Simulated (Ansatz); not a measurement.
A nudged elastic band was laid between two geometries of BrH + CH6Ge (10 atoms, charge 0, multiplicity 1).

Computed with Ansatz, RKS LDA/def2-SVP.

| Item | Value |
| --- | --- |
| movable images | 7 |
| climbing image | yes |
| spring | 5.0 eV/Å² |
| optimiser | quadratic models (default) |
| start path | through a guess of the saddle point |
| force threshold | 0.05 eV/Å |
| iteration limit | 60 |
| end points | relaxed |

Initial state:

```xyz
10
Properties=species:S:1:pos:R:3
Ge 0.009 0.163 -0.160
H -0.141 -0.105 1.373
H 1.514 0.365 -0.434
C -1.028 1.724 -0.639
H -2.100 1.563 -0.404
H -0.668 2.613 -0.083
H -0.929 1.920 -1.727
H -0.488 -1.105 -0.886
Br 1.554 -2.615 1.937
H 0.731 -1.426 1.754
```

Final state:

```xyz
10
Properties=species:S:1:pos:R:3
Ge 0.489 -0.240 -0.999
H -0.888 0.429 2.975
H 1.814 0.317 -1.564
C -0.675 1.144 -0.335
H -1.583 0.692 0.112
H -0.152 1.738 0.441
H -0.971 1.812 -1.171
H -0.204 -1.157 -2.030
Br 1.071 -1.597 0.779
H -0.448 -0.039 2.521
```

Task: What changes between the two ends?

Result: Bonds broken: Ge1–H2, Br9–H10. Bonds formed: Ge1–Br9, H2–H10. BrH + CH6Ge becomes CH5BrGe + H2.

Task: What energy profile does the band end with?

Result: It converged. The highest image is number 3 of 0 to 8, 29.1 kcal/mol above the first end and 40.5 kcal/mol above the last; the last end lies 11.4 kcal/mol below the first. A vibrational analysis at the climbing image gives one clearly imaginary mode, 838i cm⁻¹: a first-order saddle point. The orbitals stay closed-shell, which can raise the energy where a bond breaks towards radicals; this wasn't checked here.

```tsv
image	path coordinate (Å)	energy (kcal/mol)	Ge1–H2 (Å)	Br9–H10 (Å)	Ge1–Br9 (Å)
0	0.00	0.0	1.56	1.46	3.81
1	0.85	0.1	1.56	1.46	3.87
2	1.71	6.7	1.58	1.49	3.33
3	2.56	29.1	1.83	1.81	2.80
4	3.51	2.4	2.41	2.22	2.40
5	4.46	-9.7	3.13	2.55	2.32
6	5.42	-11.4	3.91	2.75	2.31
7	6.38	-11.4	4.25	2.79	2.31
8	7.34	-11.4	4.26	2.79	2.31
```

Task: What is the geometry of the highest image?

Result: 
```xyz
10
Properties=species:S:1:pos:R:3
Ge 0.131 -0.154 -0.279
H -0.697 -0.295 1.344
H 1.538 0.059 -0.885
C -0.789 1.551 -0.413
H -1.858 1.465 -0.136
H -0.299 2.296 0.248
H -0.697 1.908 -1.462
H -0.630 -1.353 -0.871
Br 1.686 -1.588 1.559
H 0.067 -0.792 1.626
```

Task: What are the harmonic wavenumbers there?

Result: 838i, 55, 167, 216, 281, 468, 590, 617, 686, 779, 793, 844, 868, 888, 1173, 1263, 1341, 1353, 2068, 2130, 2141, 2970, 3083, 3106 cm⁻¹.

Run time: 110 s on 4 threads of Arm Neoverse V1, on a shared host, peak memory 0.18 GiB.
